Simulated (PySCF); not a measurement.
**Structure from 2D NMR**

Compound of formula C7H10NP. Correlations simulated from computed shifts and the bond graph:

HSQC (one-bond C–H):
```
  δH     δC
7.94  159.3
6.99  134.2
3.21   33.0
2.54   18.1
1.01   10.0
0.98   10.0
```

COSY cross peaks (H two or three bonds apart, from the bond graph; peaks can be absent where the dihedral angle is near 90°):
```
  δH    δH
3.21  1.01
3.21  0.98
1.01  0.98
```

HMBC (two and three bonds, from the bond graph):
```
  δH                  δC
7.94  143.1, 134.2, 33.0
6.99  159.3, 143.1, 18.1
3.21  159.3, 143.1, 10.0
2.54        143.1, 134.2
1.01          33.0, 10.0
0.98          33.0, 10.0
```

Carbons without hydrogens: δ 143.1.

Computed data (PySCF 2.14): coordinates at the GFN2-xTB level, PBE0/pcSseg-1 with gauge-including orbitals. Non-relativistic Hamiltonian, rapidly exchanging positions averaged, isolated molecule, one conformer.

References, each an isolated molecule treated in the same way: TMS for ¹H and ¹³C.

Exchangeable hydrogens are left out of these lists.

Q: Which molecule is this?

A: `C1C(n2c(C)cpc2)C1`.

Mapped SMILES: `[CH3:1][c:2]1[cH:3][p:4][cH:5][n:6]1[CH:7]1[CH2:8][CH2:9]1`. Hydrogens are named by the atom that carries them. Ha(C8), Ha(C9) are cis to N6 on the ring; Hb(C8), Hb(C9) are trans to N6 on the ring.

1. δC 159.3 is C5, an aromatic CH next to a ring nitrogen (δH 7.94).
2. δC 143.1 is C2, a substituted aromatic carbon next to a ring nitrogen.
3. δC 134.2 is C3, an aromatic CH (δH 6.99).
4. δC 33.0 is C7, a three-membered-ring carbon (δH 3.21).
5. δC 18.1 is C1, a methyl carbon on an aromatic ring (δH 2.54).
6. δC 10.0 is C8/C9, a three-membered-ring carbon (δH 1.01, 0.98).
7. HMBC from δH 7.94 reaches the proton-free carbon C2.
8. HMBC from δH 6.99 reaches the proton-free carbon C2.
9. HMBC from δH 3.21 reaches the proton-free carbon C2.
10. HMBC from δH 2.54 reaches the proton-free carbon C2.
11. COSY links 3.21–1.01, 3.21–0.98, 1.01–0.98.

The shifts were computed for this structure.

Shifts are as computed. Against solution values, carbons near 30 ppm lie about +3 ppm off and those near 130 ppm about +5 ppm. Of 1211 compounds with measured shifts, 218 miss one by over three times the rms of a fit or turn the order of signals round; such compounds aren't used in these exercises.
